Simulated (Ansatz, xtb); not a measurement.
**Relative energy of two structures of GaOSSi**

Structure X is a doublet given by its coordinates and structure Y is `S=[Si][O][Ga]`, a doublet. Both are isolated molecules in the gas phase, relaxed with B3LYP-D3(BJ)/def2-SVP; the shapes shown needn't be the lowest conformers.

X (Å):

```csv
atom,x (Å),y (Å),z (Å)
Ga,0.4714,0.2959,-1.9909
O,0.9858,-0.7576,-0.4104
S,-1.0045,-1.8303,-2.3632
Si,0.0828,-2.1077,-0.5983
```

Close contacts (Å): Ga1–O2 1.97, Ga1–S3 2.61, Ga1–Si4 2.80, O2–Si4 1.64, S3–Si4 2.09.

Y (Å):

```yaml
atoms:
  - { symbol: Ga, position_ang: [1.6705, -1.2771, -3.4302] }
  - { symbol: O, position_ang: [0.4884, -0.3297, -2.3556] }
  - { symbol: S, position_ang: [-0.2728, -1.3145, 0.6301] }
  - { symbol: Si, position_ang: [-0.3400, -0.1160, -0.9550] }
```

Question: Estimate E(Y) − E(X) at the level CCSD(T)/def2-SVP + ΔMP2/def2-TZVPP.

Answer: Not settled: CCSD(T)/def2-SVP + ΔMP2/def2-TZVPP gives E(Y) − E(X) = +0.094 eV, but this leans on the basis-set step: CCSD(T) alone gives +0.009 eV.

How the difference moves with the method:

```
                             level               geometry  E(Y) − E(X) (eV)  departure from the last row (eV)  job, with rough time for the two
             B3LYP-D3(BJ)/def2-SVP  B3LYP-D3(BJ)/def2-SVP              +0.034                            −0.061             optimisation, 1.8 min
                       HF/def2-SVP  B3LYP-D3(BJ)/def2-SVP              −0.461                            −0.555           part of the CCSD(T) run
                      MP2/def2-SVP  B3LYP-D3(BJ)/def2-SVP              −0.015                            −0.109           part of the CCSD(T) run
                  CCSD(T)/def2-SVP  B3LYP-D3(BJ)/def2-SVP              +0.009                            −0.085                      single point
CCSD(T)/def2-SVP + ΔMP2/def2-TZVPP  B3LYP-D3(BJ)/def2-SVP              +0.094                                                  single point, 80 s
```

HF/def2-SVP puts the two in the other order. MP2/def2-SVP, CCSD(T)/def2-SVP find them nearly level. The largest departure from CCSD(T)/def2-SVP + ΔMP2/def2-TZVPP is that of HF/def2-SVP, 0.555 eV. Levels run at GFN2-xTB geometries aren't shown. The last row adds to CCSD(T) the change of the MP2 difference between the two basis sets, here +0.085 eV.

With harmonic frequencies from B3LYP-D3(BJ)/def2-SVP (ideal gas, rigid rotor, one conformer each, 298.15 K, 1 atm): on the last row, ΔE + ΔZPE = +0.099 eV. A mode under 50 cm⁻¹ makes harmonic enthalpies and free energies unreliable, so none is given.

Open shells are spin-unrestricted. The correlated steps freeze 20 core orbitals; the filled d shell of Ga is correlated, in a basis made for valence electrons. Codes used: Ansatz 0.2.0; the last row on 1 thread of Intel(R) Xeon(R) 6975P-C (Granite Rapids) on a shared host.
